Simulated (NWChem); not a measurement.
Species: tetrachloroaluminate (AlCl$_{4}$ anion); SMILES [Cl][Al-]([Cl])([Cl])[Cl]

Computed with NWChem. Sets without diffuse functions describe the anion's extra electron poorly. Geometry: optimised at B3LYP/def2-SVPD. No frequency run checked for a minimum. Level MN15/def2-SVP: energy and gradient on several grids; changes count from the extra-fine grid, which is no exact limit either.

### Question
Which is the coarsest grid (coarse; medium; fine; xcoarse; xfine) from which on the energy stays within 100 μHa and each gradient component within 200 μHa/bohr of xfine?

### Answer
medium.
| grid | size of the energy change (μHa) | largest change of a gradient component (μHa/bohr) | time, medium = 1 (rough) |
|---|---|---|---|
| xcoarse | 5000 | 200 | about 1 |
| coarse | 10 | 300 | about 1 |
| medium | < 10 | 60 | about 1 |
| fine | < 10 | < 30 | about 1 |
| xfine | < 10 | < 30 | 2 |
